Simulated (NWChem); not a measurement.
System: CHO₂ cation; SMILES O=C=[OH+]

Parts of the log:

```
             Northwest Computational Chemistry Package (NWChem) 7.3.0
             --------------------------------------------------------

 CS  symmetry detected

                             Geometry "geometry" -> ""
                             -------------------------

 Output coordinates in angstroms (scale by  1.889725989 to convert to a.u.)

  No.       Tag          Charge          X              Y              Z
 ---- ---------------- ---------- -------------- -------------- --------------
    1 O                    8.0000    -0.01649866    -1.24641405     0.00000000
    2 C                    6.0000     0.01589912    -0.10752106     0.00000000
    3 O                    8.0000    -0.08529754     1.11354618     0.00000000
    4 H                    1.0000     0.71897483     1.70806935     0.00000000

 Effective nuclear repulsion energy (a.u.)      64.6232992369

      Symmetry information
      --------------------

 Group name             Cs
 Group number              2
 Group order               2
 No. of unique centers     4

  pbe96 is a nonlocal functional; adding pw91lda local functional.

                                 NWChem DFT Module
                                 -----------------

 Summary of "ao basis" -> "ao basis" (spherical)
 ------------------------------------------------------------------------------
       Tag                 Description            Shells   Functions and Types
 ---------------- ------------------------------  ------  ---------------------
 O                         def2-tzvp                11       31   5s3p2d1f
 C                         def2-tzvp                11       31   5s3p2d1f
 H                         def2-tzvp                 4        6   3s1p

      Symmetry analysis of basis
      --------------------------

        a'         68
        a"         31

            General Information
            -------------------
          SCF calculation type: DFT
          Wavefunction type:  closed shell.
          No. of atoms     :     4
          No. of electrons :    22
           Alpha electrons :    11
            Beta electrons :    11
          Charge           :     1
          Spin multiplicity:     1
          Use of symmetry is: on ; symmetry adaption is: on
          Maximum number of iterations: 150
          AO basis - number of functions:    99
                     number of shells:    37
          Convergence on energy requested:  1.00D-06
          Convergence on density requested:  1.00D-05
          Convergence on gradient requested:  5.00D-04

              XC Information
              --------------
          PerdewBurkeErnzerhof Exchange Functional  1.000
            Perdew 1991 LDA Correlation Functional  1.000 local
           PerdewBurkeErnz. Correlation Functional  1.000 non-local

             Grid Information
             ----------------
          Grid used for XC integration:  medium
          Radial quadrature: Mura-Knowles
          Angular quadrature: Lebedev.
          Tag              B.-S. Rad. Rad. Pts. Rad. Cut. Ang. Pts.
          ---              ---------- --------- --------- ---------
          O                   0.60       49          10.0       434
          C                   0.70       49           8.0       434
          H                   0.35       45           8.0       434
          Grid pruning is: on
          Number of quadrature shells:   192
          Spatial weights used:  Erf1

      Superposition of Atomic Density Guess
      -------------------------------------

 Sum of atomic energies:        -187.73975190

 Renormalizing density from      23.00 to     22

      Non-variational initial energy
      ------------------------------

 Total energy =    -183.434500
 1-e energy   =    -367.948504
 2-e energy   =     119.890705
 HOMO         =      -0.954841
 LUMO         =      -0.370187

      Symmetry analysis of molecular orbitals - initial
      -------------------------------------------------

  Numbering of irreducible representations:

     1 a'          2 a"

  Orbital symmetries:

     1 a'          2 a'          3 a'          4 a'          5 a'
     6 a'          7 a'          8 a'          9 a"         10 a'
    11 a"         12 a'         13 a"         14 a'         15 a'
    16 a'         17 a'         18 a"         19 a'         20 a'
    21 a'

     ---------------------------------------------
      Total Density - Mulliken Population Analysis
     ---------------------------------------------

    Atom       Charge   Shell Charges
 -----------   ------   -------------------------------------------------------
    1 O    8     8.51   0.80  1.18  0.68  0.93  0.27  2.16  1.96  0.50  0.01  0.02  0.00
    2 C    6     4.63   0.86  1.12  0.59  0.25  0.02  0.86  0.69  0.05  0.06  0.10  0.04
    3 O    8     8.47   0.80  1.18  0.64  0.91  0.23  2.14  2.04  0.52  0.00  0.02  0.00
    4 H    1     0.39   0.14  0.18  0.03  0.03

   convergence    iter        energy       DeltaE   RMS-Dens  Diis-err
 ---------------- ----- ----------------- --------- --------- ---------
 d= 0,ls=0.0,diis     1   -188.4567421972 -2.53D+02  1.78D-02  2.70D+00
 d= 0,ls=0.0,diis     2   -186.9844928619  1.47D+00  1.50D-02  1.68D+01
 d= 0,ls=0.0,diis     3   -188.5547964989 -1.57D+00  4.82D-03  1.44D+00
 d= 0,ls=0.0,diis     4   -188.6744488069 -1.20D-01  1.44D-03  1.84D-01
 d= 0,ls=0.0,diis     5   -188.6906389654 -1.62D-02  2.94D-04  3.05D-03
  Resetting Diis
 d= 0,ls=0.0,diis     6   -188.6909548650 -3.16D-04  6.06D-05  1.52D-04
 d= 0,ls=0.0,diis     7   -188.6909714871 -1.66D-05  2.32D-05  4.49D-06
 d= 0,ls=0.0,diis     8   -188.6909694171  2.07D-06  1.82D-05  2.66D-05
 d= 0,ls=0.0,diis     9   -188.6909717782 -2.36D-06  5.19D-06  1.60D-06
 d= 0,ls=0.0,diis    10   -188.6909718903 -1.12D-07  1.66D-06  3.74D-07

[...]
```

Level: PBE/def2-TZVP. Coordinates come from a PBE-D3(BJ)/def2-SVP optimisation.

Task: Write an input that gives this output.

Result: Several could match; the one computed here: the input that was run:
```
start job
memory heap 200 mb stack 900 mb global 1100 mb
charge 1
geometry units angstroms noautoz
  O      0.035541    -1.224123     0.000000
  C      0.004729    -0.085186     0.000000
  O     -0.164029     1.128390     0.000000
  H      0.606035     1.766601     0.000000
end
basis spherical
  * library def2-tzvp
end
dft
  xc xpbe96 cpbe96
  iterations 150
  mulliken
end
task dft energy
```
